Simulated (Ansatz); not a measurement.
`COB(S)OC` and `COB(Br)OC` differ in one atom or group.

Ansatz, PBE0-D4/def2-TZVP geometries, multiplicity 1. Each molecule was computed in one conformer, which needn't be the lowest.

Scalar relativity is left out up to krypton.

| property | `COB(S)OC` |
| --- | --- |
| LUMO energy (PBE0/def2-TZVPP) / eV | 0.72 |
| LUMO energy (PBE/def2-TZVPP) / eV | -0.19 |
| LUMO energy (B3LYP/def2-TZVPP) / eV | 0.42 |
| HOMO energy (B3LYP/def2-TZVPP) / eV | -7.12 |
| HOMO energy (PBE/def2-TZVPP) / eV | -6.12 |
| size of the dipole moment (PBE/def2-TZVPP) / D | 1.33 |

Question: What does the change do to each property? (Best estimate.)

Answer: The calculation gave: 
| property | `COB(Br)OC` | shift |
| --- | --- | --- |
| LUMO energy (PBE0/def2-TZVPP) / eV | 0.76 | 0.04 |
| LUMO energy (PBE/def2-TZVPP) / eV | -0.22 | -0.03 |
| LUMO energy (B3LYP/def2-TZVPP) / eV | 0.52 | 0.10 |
| HOMO energy (B3LYP/def2-TZVPP) / eV | -7.91 | -0.79 |
| HOMO energy (PBE/def2-TZVPP) / eV | -6.87 | -0.75 |
| size of the dipole moment (PBE/def2-TZVPP) / D | 2.45 | 1.12 |

Dipoles are sizes alone; their direction can turn.

B3LYP here is the variant with VWN-RPA as its local correlation; programs differ in this.

Spin–orbit coupling is left out; it splits and shifts lone-pair levels of the heavy atoms by tenths of an eV.
